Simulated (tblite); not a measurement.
Species: C2H7F3OSi2.
Structure used (GFN2-xTB), in Å, numbered top down from 1:
```xyz
15
C2H7F3OSi2 angstrom
O     -1.522    1.921    0.417
Si    -1.516    0.300    0.348
C      0.152   -0.024   -0.508
Si     1.694    0.635    0.413
C      0.291   -1.486   -0.712
F      0.300   -2.183    0.443
F     -0.707   -2.030   -1.445
F      1.426   -1.841   -1.352
H     -2.256    2.406    0.782
H     -1.536   -0.297    1.682
H     -2.627   -0.197   -0.462
H      0.126    0.424   -1.503
H      1.506    2.071    0.593
H      2.870    0.368   -0.416
H      1.795   -0.058    1.697
```

Computed values, GFN2-xTB/tblite, gas phase, harmonic and unscaled. This tight-binding method is rough: wavenumbers can miss measured ones by several per cent, in bad cases by 10 to 20. Modes of hydrogen on silicon can be 10 to 20 % off. One conformer, not necessarily the lowest.

Harmonic wavenumbers (cm⁻¹): 33.6, 53.4, 107.9, 124.1, 147.9, 180.0, 216.2, 295.8, 328.8, 342.2, 462.9, 492.5, 501.3, 522.2, 539.6, 607.2, 611.0, 708.9, 729.9, 762.4, 772.1, 792.2, 798.0, 814.7, 868.4, 872.6, 906.8, 993.4, 1019.4, 1091.7, 1187.7, 1237.2, 2268.5, 2282.8, 2291.2, 2305.2, 2313.7, 2961.7, 3682.6.

A = 1813, B = 1120, C = 816.3 MHz; mass 159.999 u (most abundant isotopes); point group C1, symmetry number 1.

Zero-point energy?

Half the sum of the wavenumbers: 18614 cm⁻¹ = 222.67 kJ/mol.

Give the ideal-gas entropy at 298.15 K and 1 bar in the rigid-rotor, harmonic-oscillator model (classical rotation).

Translation 172.15, rotation 124.06, vibration 142.78: S = 439.0 J/(mol K).

And Cp and H(298.15 K) − H(0)?

Cp = 177.62 J/(mol K), of which vibrations give 144.36 (their classical limit is 39 R = 324.3); H(298.15 K) − H(0) = 31.99 kJ/mol without the zero-point energy, 22.08 from vibrations.

Which modes carry the vibrational entropy at 298.15 K?

33.6 cm⁻¹: 23.45; 53.4 cm⁻¹: 19.61; 107.9 cm⁻¹: 13.83; 124.1 cm⁻¹: 12.70; 147.9 cm⁻¹: 11.29; 180.0 cm⁻¹: 9.74 J/(mol K); the other 33 give 52.15 together.

What must be added to the electronic energy to get the Gibbs energy at 298.15 K and 1 bar?

ZPE + [H(298.15 K) − H(0)] − T·S = 222.67 + 31.99 − 130.89 = 123.77 kJ/mol.

How do the functions run with temperature in this model?

```
T (K)  S (J/(mol K))  Cp (J/(mol K))  H − H(0) (kJ/mol)  G − H(0) (kJ/mol)  ln q(vib)
  150          342.8           108.2              10.66             -40.76       3.81
  250          409.6           156.8              23.93             -78.46       6.82
  400          496.4           212.9              51.98            -146.58      11.27
  600          591.8           256.6              99.34            -255.76      16.84
  900          703.5           292.7             182.30            -450.81      24.20
```

q(vib) and H(0) count from the zero-point level.

Hindered rotation and anharmonicity are outside this model. Other conformers, if any are populated, would add a mixing term that is left out. The structure is chiral; the term R ln 2 for an equal mix with its mirror image is left out.
